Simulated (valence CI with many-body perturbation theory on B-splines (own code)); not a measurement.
# Sn17+ in brief

Method: valence CI with perturbative core correlation (CI+MBPT): five valence electrons over a frozen Dirac-Fock core [Ar] 3d10, radial functions for each j: 9 s, 9 p, 8 d, 6 f, 3 g, 1 h, with the one-electron correlation potential Σ1 (screened to all orders), the two-electron term Σ2, the three-electron term Σ3, Breit, model QED; selected single and double excitations, second order for the rest (own B-spline code, finite nucleus).

No measured levels were compared; by estimate levels hold to about 250 cm⁻¹ or 0.2 % of their energy and the worst to 1 %, as in measured heavy ions of charge 2 to 7; those with d or f electrons hold less well. Among the levels kept, up to 300 cm⁻¹ of a level comes from second order outside the variational space, and about a tenth of that is noise between levels of different J, which matters for small intervals.

Names give the largest LS component (configuration and term), which can be under half, so a name can repeat, a term be missing and a line seem to break the LS rules; names also repeat where a configuration has a term twice.

Rates and lifetimes use the calculated energies. Strong lines usually hold to 10 to 20 %, long lifetimes can be off by a factor of two.

(1) What is the ground level?

(2) Among levels below 121.60 eV, which E1 lines absorb most strongly from the ground level?

(3) How well does LS coupling describe the low levels?

(4) What is the ionisation energy?

(5) What are the static dipole polarisabilities of the lowest levels?

(6) Name the longest-lived excited levels whose lifetime is computed, and their main decay.

(7) Where does the other parity begin?

## Answers

(1) 4s2 4p3 4S°_3/2, composition 50 % 4s2 4p3 4S° + 31 % 4s2 4p3 2P° + 16 % 4s2 4p3 2D°, g = 1.586.

(2) to 4s2 4p2 4d 4P_5/2 at 13.97 nm, f = 0.842; to 4s2 4p2 4d 4P_3/2 at 13.86 nm, f = 0.550; to 4s2 4p2 4d 2D_5/2 at 13.20 nm, f = 0.338.

(3) Among the lowest 20 levels the leading LS term, summed over configurations, holds 66 % on average. For single configurations the figures are 61 % in LS and 71 % in jj coupling. Terms mix most in the J = 1/2 level at 78.55 eV, where the leading one holds 38 %.

(4) 467.99 eV; NIST lists 466 ± 3 eV (theoretical).

(5) 4s2 4p3 4S°_3/2 0.341 (tensor 0.014); 4s2 4p3 2D°_3/2 0.353 (tensor 0.013); 4s2 4p3 2D°_5/2 0.352; 4s2 4p3 2P°_1/2 0.350 bohr³, of which the core gives 0.0184.

(6) 4s2 4p3 2D°_5/2 at 10.69 eV lives 809 μs, mostly by M1 to 4s2 4p3 4S°_3/2; 4s2 4p3 2D°_3/2 at 8.16 eV lives 165 μs, mostly by M1 to 4s2 4p3 4S°_3/2; 4s2 4p3 2P°_1/2 at 14.26 eV lives 111 μs, mostly by M1 to 4s2 4p3 4S°_3/2. The lifetime of 4s2 4p2 4d 4F_9/2 is too uncertain to give, and may be longer.

(7) At 4s 4p4 4P_5/2, 49.49 eV.
